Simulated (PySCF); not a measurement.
A GIAO shielding run with PySCF (density fitting, non-relativistic, gas phase) on SMILES C1[C@](C)([SiH3])CSCC1, C$_{6}$H$_{14}$SSi:

```
$ OMP_NUM_THREADS=1 python probes_run.py task.json out

{"job": {"kind": "nmr", "xc": "PBE0", "basis": "pcSseg-1"}, "charge": 0, "multiplicity": 1}
C     -1.247442     1.020045    -0.829433
C     -0.666508    -0.129692    -0.005070
Si    -2.084294    -0.996139     0.962723
C      0.372606     0.384468     1.003208
C      1.616677     1.017690     0.377119
C      2.374591     0.037923    -0.501756
S      1.354801    -0.480127    -1.915011
C     -0.025219    -1.154362    -0.932022
H     -1.619721     1.809019    -0.178777
H     -0.497903     1.443554    -1.496299
H     -2.072490     0.667217    -1.446163
H     -3.074106    -1.497464     0.011336
H     -2.687638    -0.019353     1.867923
H     -1.523194    -2.107505     1.732956
H     -0.101767     1.121309     1.656337
H      0.694585    -0.450288     1.634165
H      2.280205     1.356105     1.178377
H      1.338200     1.890846    -0.214775
H      3.269809     0.491619    -0.924897
H      2.654760    -0.859710     0.053639
H     -0.740467    -1.525108    -1.665326
H      0.374104    -2.000661    -0.369103
```

Hardware: 1 thread of an Arm Neoverse V1, shared host. The job also computes population analyses, field gradients, ring-centre shieldings.

(1) How large is the calculation?

(2) How long does it take, and how much memory does it need?

Answers

(1) 80 electrons, 220 basis functions and 1184 auxiliary functions.

(2) 52 s of wall time, with 14 SCF cycles and 5 response iterations; peak memory 1.1 GiB. Times on a shared host scatter by some tens of per cent.
